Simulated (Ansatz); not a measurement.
Born–Oppenheimer molecular dynamics of C₃H₅AlF₂ (11 atoms, charge 0, multiplicity 1). It starts from a relaxed structure.

The calculation used RKS B3LYP/STO-3G (Ansatz).

```
ensemble                      : NVE (velocity Verlet)
time step                     : 0.5 fs
steps asked                   : 600
starting velocities drawn for : 1000 K
masses                        : H 3.016 u
seed                          : 557105
```

First frame:

```xyz
11
Properties=species:S:1:pos:R:3
C -1.164 -1.255 1.429
Al -0.186 -0.125 0.232
C 1.139 0.055 -1.076
C 0.353 1.448 -0.692
F -0.353 2.021 -1.769
F 1.191 2.445 -0.152
H -0.547 -2.082 1.805
H -2.026 -1.704 0.914
H -1.556 -0.710 2.297
H 1.001 -0.243 -2.125
H 2.213 0.094 -0.842
```

(1) How far do the bonds stretch over the last three quarters of this one trajectory? (Pairs bonded in most of those frames.)

## Answers

(1) 
```tsv
bond	mean (Å)	spread (Å)	shortest	longest
C1–Al2	1.917	0.032	1.84	1.98
C1–H7	1.103	0.030	1.04	1.16
C1–H8	1.105	0.029	1.05	1.16
C1–H9	1.106	0.038	1.03	1.19
Al2–C3	1.901	0.039	1.81	2.06
Al2–C4	2.268	0.323	1.82	2.81
Al2–F5	1.769	0.190	1.58	2.39
C3–C4	1.628	0.074	1.49	1.81
C3–H10	1.109	0.025	1.06	1.16
C3–H11	1.105	0.029	1.05	1.16
C4–F6	1.374	0.016	1.34	1.40
```

Pairs bonded in part of these frames only: Al2–C4 63 %, Al2–F5 93 %, C4–F5 22 %.

Mean temperature of the second half: 753 K. The conserved energy stayed within 0.21 meV per atom of its start (net change 0.096 meV per atom), so the integration is sound. A run of 0.3 ps of so small a system gives no equilibrium averages. The orbitals stay closed-shell, which can raise the energy where a bond breaks towards radicals; this wasn't checked here. Limits of this set-up: minimal basis.

Run time: 16 min on 1 thread of Arm Neoverse V2, on a shared host, peak memory 0.1 GiB.
